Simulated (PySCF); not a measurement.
# From computed data to an observable: oscillator strength and radiative lifetime

Cl₄H₂Si₂, SMILES Cl[SiH2][Si](Cl)(Cl)Cl.

Geometry: ωB97X-D3(BJ)/def2-SVP. Other conformers were not sampled.

TDA-B3LYP/def2-SVPD in PySCF puts the first singlet state with f over 0.02 at 6.07 eV (vertical), with the transition dipole (-0.260, 0.318, 0.000) in atomic units.

Find the oscillator strength, the wavelength and the radiative lifetime that this transition would have in vacuum if emission retraced absorption.


|μ|² = 0.1687 au, so |μ| = 1.04 D. ΔE = 6.07/27.211 = 0.2231 hartree. f = (2/3) ΔE |μ|² = 0.025 (the program prints 0.025).
λ = 1239.84/6.07 = 204 nm; ν = 48958 cm⁻¹.
Einstein's coefficient A = 0.6670 ν² f s⁻¹ (ν in cm⁻¹) = 4.0e7 s⁻¹, so τ = 1/A = 25 ns. This state is S1. The figure is the radiative limit of this one transition; relaxation, internal conversion, crossing to triplets and a medium change what is measured.
